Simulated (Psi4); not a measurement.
C$_{2}$H$_{7}$Br$_{2}$NSi (SMILES CN(C)[SiH](Br)Br), singlet, geometry from GFN2-xTB; PBE0/6-31G** (Psi4 1.11).

Psi4 was given this input:
```
memory 2 GB

molecule mol {
0 1
Si    0.131157    0.385032    0.526514
Br    1.078923   -1.626621    0.425176
Br    0.341988    1.297629   -1.471224
N    -1.516444    0.360145    0.942133
C    -2.623776    0.286381    0.019089
C    -1.891266    0.018860    2.291897
H     0.879371    1.159446    1.491786
H    -2.313297    0.577949   -0.980943
H    -3.033182   -0.728476   -0.022199
H    -3.415480    0.964316    0.347832
H    -2.719163    0.654103    2.614639
H    -2.208932   -1.026894    2.362124
H    -1.052057    0.171393    2.966424
}

set {
  basis 6-31g**
  reference rks
}

energy('pbe0')
print_variables()
```

Q: Write the output that Psi4 gives for this input, abridged.

A: 
```
   => Loading Basis Set <=

    Name: 6-31G**
    Role: ORBITAL
    Keyword: BASIS

         ---------------------------------------------------------
                                   SCF
               by Justin Turney, Rob Parrish, Andy Simmonett
                          and Daniel G. A. Smith
                              RKS Reference
         ---------------------------------------------------------

  ==> Geometry <==

    Molecular point group: c1
    Full point group: C1

    Geometry (in Angstrom), charge = 0, multiplicity = 1:

       Center              X                  Y                   Z               Mass
    ------------   -----------------  -----------------  -----------------  -----------------
         SI           0.016726628909     0.405388605191     0.604692446793    27.976926534650
         BR           0.964492628909    -1.606264394809     0.503354446793    78.918337600000
         BR           0.227557628909     1.317985605191    -1.393045553207    78.918337600000
         N           -1.630874371091     0.380501605191     1.020311446793    14.003074004430
         C           -2.738206371091     0.306737605191     0.097267446793    12.000000000000
         C           -2.005696371091     0.039216605191     2.370075446793    12.000000000000
         H            0.764940628909     1.179802605191     1.569964446793     1.007825032230
         H           -2.427727371091     0.598305605191    -0.902764553207     1.007825032230
         H           -3.147612371091    -0.708119394809     0.055979446793     1.007825032230
         H           -3.529910371091     0.984672605191     0.426010446793     1.007825032230
         H           -2.833593371091     0.674459605191     2.692817446793     1.007825032230
         H           -2.323362371091    -1.006537394809     2.440302446793     1.007825032230
         H           -1.166487371091     0.191749605191     3.044602446793     1.007825032230

  Running in c1 symmetry.

  Rotational constants: A =      0.04048  B =      0.02955  C =      0.01880 [cm^-1]
  Rotational constants: A =   1213.49143  B =    885.83761  C =    563.61074 [MHz]
  Nuclear repulsion =  834.688132852127751

  Charge       = 0
  Multiplicity = 1
  Electrons    = 110
  Nalpha       = 55
  Nbeta        = 55

  ==> Algorithm <==

  SCF Algorithm Type is DF.
  DIIS enabled.
  MOM disabled.
  Fractional occupation disabled.
  Guess Type is SAD.
  Energy threshold   = 1.00e-06
  Density threshold  = 1.00e-06
[...]
   @DF-RKS iter   4: -5571.26662172798933   -3.47939e-02   3.46112e-04 ADIIS/DIIS
   @DF-RKS iter   5: -5571.26782519918561   -1.20347e-03   1.18213e-04 ADIIS/DIIS
   @DF-RKS iter   6: -5571.26803837110765   -2.13172e-04   2.42051e-05 DIIS
   @DF-RKS iter   7: -5571.26804810544400   -9.73434e-06   4.17106e-06 DIIS
   @DF-RKS iter   8: -5571.26804837956934   -2.74125e-07   1.07109e-06 DIIS
   @DF-RKS iter   9: -5571.26804839572105   -1.61517e-08   3.38662e-07 DIIS
  Energy and wave function converged.

  ==> Post-Iterations <==

   Electrons on quadrature grid:
      Ntotal   =  109.9999763178 ; deviation = -2.368e-05

    Orbital Energies [Eh]
    ---------------------

    Doubly Occupied:

[...]
      55A     -0.254273

    Virtual:

[...]
    Final Occupation by Irrep:
              A
    DOCC [    55 ]
    NA   [    55 ]
    NB   [    55 ]

  @DF-RKS Final Energy: -5571.26804839572105

   => Energetics <=

    Nuclear Repulsion Energy =            834.6881328521277510
    One-Electron Energy =               -9410.8429894981472899
    Two-Electron Energy =                3173.2389263566460613
    DFT Exchange-Correlation Energy =    -168.3521181063483994
    Empirical Dispersion Energy =           0.0000000000000000
    VV10 Nonlocal Energy =                  0.0000000000000000
    Total Energy =                      -5571.2680483957219622

Computation Completed

Properties will be evaluated at   0.000000,   0.000000,   0.000000 [a0]

Properties computed using the SCF density matrix

 Multipole Moments:

 ------------------------------------------------------------------------------------
     Multipole            Electronic (a.u.)      Nuclear  (a.u.)        Total (a.u.)
 ------------------------------------------------------------------------------------

 L = 1.  Multiply by 2.5417464519 to convert [e a0] to [Debye]
 Dipole X            :         22.8822416          -23.7866589           -0.9044173
 Dipole Y            :         -4.0294827            4.2315741            0.2020914
 Dipole Z            :        -15.5886509           16.2509930            0.6623421
 Magnitude           :                                                    1.1390824

 ------------------------------------------------------------------------------------

  Variable Map:
  ----------------------------------------------------------------------------
[...]
  Array Variable Map:
  ----------------------------------------------------------------------------
[...]
[...]
```
